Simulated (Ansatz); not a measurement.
Ansatz (an electronic-structure program) job for C₅H₇F, SMILES C1(=CC[C@@H]1C)F, PBE-D3(BJ)/def2-SVP. 

Ansatz 0.2 input:
```yaml
crystal:
  periodic: [false, false, false]
  atoms:
    - {symbol: C, position_ang: [-1.92026338, -0.23874086, 0.17192017]}
    - {symbol: C, position_ang: [-0.46009368, -0.37881905, 0.58065845]}
    - {symbol: C, position_ang: [0.39765190, -1.48401355, -0.14750476]}
    - {symbol: C, position_ang: [1.28422746, -0.35622351, -0.66412527]}
    - {symbol: C, position_ang: [0.53815259, 0.56262453, -0.04043073]}
    - {symbol: F, position_ang: [0.59206345, 1.88704285, 0.04361267]}
    - {symbol: H, position_ang: [-2.35440563, 0.69045641, 0.57433768]}
    - {symbol: H, position_ang: [-2.01918415, -0.21062017, -0.92546244]}
    - {symbol: H, position_ang: [-2.51890855, -1.08263551, 0.55038607]}
    - {symbol: H, position_ang: [-0.37056083, -0.44003268, 1.67990994]}
    - {symbol: H, position_ang: [-0.16476890, -2.03639662, -0.91839983]}
    - {symbol: H, position_ang: [0.88308915, -2.20497965, 0.53087818]}
    - {symbol: H, position_ang: [2.17811858, -0.32814290, -1.28727065]}
basis:
  gaussian:
    orbitals: def2-SVP
hamiltonian:
  xc: pbe
  dispersion: d3bj
relax: {f_tol: 0.002, max_steps: 200}
```

Log of the run:

```
Functional definition: PBE
integrals: 0.06 GiB planned
1344 factors; their error is unknown
mean field: 0.37 GiB planned
mean field evaluation 1: about -7987.3211 eV, gradient 6.7e1 eV
mean field evaluation 2: about -7968.8940 eV, gradient 1.1e2 eV
mean field evaluation 4: about -7998.8729 eV, gradient 9.8e0 eV
mean field evaluation 8: about -7999.0951 eV, gradient 3.3e-1 eV
mean field evaluation 16: about -7999.0102 eV, gradient 1.4e-3 eV
mean field -7999.01021641 eV, -293.9582035292 hartree, gradient 2.7e-5 eV, S^2 0.000000; 0 other end points of the search recorded, 0 dependent functions left out
the calculation of the forces begins
reference -7999.01024691 eV, -293.9582046501 hartree; 23, 23 occupied and 96, 96 virtual orbitals, 1344 factors
relax step   1: F+E_penalty+E_count = -7999.27697656 eV  Δ(F+E_penalty+E_count) = +0.000e0 eV  max|allowed force component| = 4.269e-1 eV/Å  Δτ_max = 0.0000 Å  (30 SCF iters, accepted)
these checks for a lower state are left out or cut short: starts, cluster_reference, orbital_swaps, neighbouring_geometries, increment
integrals: 0.06 GiB planned
1344 factors; their error is unknown
mean field: 0.37 GiB planned
mean field -7999.02160592 eV, -293.9586220861 hartree, gradient 1.9e-5 eV, S^2 0.000000; 0 other end points of the search recorded, 0 dependent functions left out
the calculation of the forces begins
reference -7999.02163649 eV, -293.9586232093 hartree; 23, 23 occupied and 96, 96 virtual orbitals, 1344 factors
relax step   2: F+E_penalty+E_count = -7999.28790820 eV  Δ(F+E_penalty+E_count) = -1.093e-2 eV  max|allowed force component| = 1.207e-1 eV/Å  Δτ_max = 0.0135 Å  (33 SCF iters, accepted)
these checks for a lower state are left out or cut short: starts, cluster_reference, orbital_swaps, neighbouring_geometries, increment
integrals: 0.06 GiB planned
1344 factors; their error is unknown
mean field: 0.37 GiB planned
mean field evaluation 32: about -7999.0228 eV, gradient 3.2e-3 eV
mean field -7999.02278185 eV, -293.9586653006 hartree, gradient 1.9e-5 eV, S^2 0.000000; 0 other end points of the search recorded, 0 dependent functions left out
the calculation of the forces begins
reference -7999.02281243 eV, -293.9586664246 hartree; 23, 23 occupied and 96, 96 virtual orbitals, 1344 factors
relax step   3: F+E_penalty+E_count = -7999.28891491 eV  Δ(F+E_penalty+E_count) = -1.007e-3 eV  max|allowed force component| = 1.531e-2 eV/Å  Δτ_max = 0.0058 Å  (33 SCF iters, accepted)
these checks for a lower state are left out or cut short: starts, cluster_reference, orbital_swaps, neighbouring_geometries, increment
integrals: 0.06 GiB planned
1344 factors; their error is unknown
mean field: 0.37 GiB planned
mean field -7999.02282386 eV, -293.9586668446 hartree, gradient 1.9e-5 eV, S^2 0.000000; 0 other end points of the search recorded, 0 dependent functions left out
the calculation of the forces begins
reference -7999.02285445 eV, -293.9586679685 hartree; 23, 23 occupied and 96, 96 virtual orbitals, 1344 factors
relax step   4: F+E_penalty+E_count = -7999.28892597 eV  Δ(F+E_penalty+E_count) = -1.106e-5 eV  max|allowed force component| = 5.322e-3 eV/Å  Δτ_max = 0.0008 Å  (34 SCF iters, accepted)
these checks for a lower state are left out or cut short: starts, cluster_reference, orbital_swaps, neighbouring_geometries, increment
integrals: 0.06 GiB planned
1344 factors; their error is unknown
mean field: 0.37 GiB planned
mean field -7999.02283100 eV, -293.9586671067 hartree, gradient 1.9e-5 eV, S^2 0.000000; 0 other end points of the search recorded, 0 dependent functions left out
the calculation of the forces begins
reference -7999.02286158 eV, -293.9586682306 hartree; 23, 23 occupied and 96, 96 virtual orbitals, 1344 factors
relax step   5: F+E_penalty+E_count = -7999.28893056 eV  Δ(F+E_penalty+E_count) = -4.589e-6 eV  max|allowed force component| = 1.943e-3 eV/Å  Δτ_max = 0.0012 Å  (34 SCF iters, accepted)
integrals: 0.06 GiB planned
1344 factors; their error is unknown
mean field: 0.37 GiB planned
mean field evaluation 64: about -7999.1082 eV, gradient 7.4e-2 eV
mean field -7999.02283100 eV, -293.9586671067 hartree, gradient 1.9e-5 eV, S^2 0.000000; 1 other end points of the search recorded, 0 dependent functions left out
the calculation of the forces begins
reference -7999.02286158 eV, -293.9586682306 hartree; 23, 23 occupied and 96, 96 virtual orbitals, 1344 factors
Total energy: -7999.28896114 eV, -293.9684472092 hartree
Atom 0 at    -1.923852    -0.239640     0.173211 Å, force     0.000375     0.000058     0.000095 eV/Å
Atom 1 at    -0.460889    -0.377375     0.579546 Å, force    -0.001270    -0.000386    -0.000508 eV/Å
Atom 2 at     0.400307    -1.480824    -0.148999 Å, force     0.000669     0.000167     0.000626 eV/Å
Atom 3 at     1.292239    -0.359121    -0.667337 Å, force    -0.000164     0.001943     0.000793 eV/Å
Atom 4 at     0.538842     0.567421    -0.040277 Å, force     0.000950     0.001233    -0.000926 eV/Å
Atom 5 at     0.590706     1.898359     0.045158 Å, force    -0.000722    -0.001815     0.000076 eV/Å
Atom 6 at    -2.362379     0.694855     0.578692 Å, force     0.000243    -0.000311    -0.000080 eV/Å
Atom 7 at    -2.026695    -0.210526    -0.931303 Å, force    -0.000223    -0.000030     0.000423 eV/Å
Atom 8 at    -2.526633    -1.088819     0.554606 Å, force     0.000396     0.000330    -0.000071 eV/Å
Atom 9 at    -0.368505    -0.441483     1.686863 Å, force     0.000880     0.000144    -0.000637 eV/Å
Atom 10 at    -0.167674    -2.037572    -0.924643 Å, force     0.000049     0.000139    -0.000008 eV/Å
Atom 11 at     0.884853    -2.209669     0.535204 Å, force    -0.000587    -0.000401    -0.000487 eV/Å
Atom 12 at     2.194799    -0.336086    -1.292211 Å, force    -0.000596    -0.001070     0.000703 eV/Å
Dipole moment:    -0.094661    -0.230249     0.033496 e Å
```

Self-consistency was reached.

Cost: around 30 core-seconds (rough).
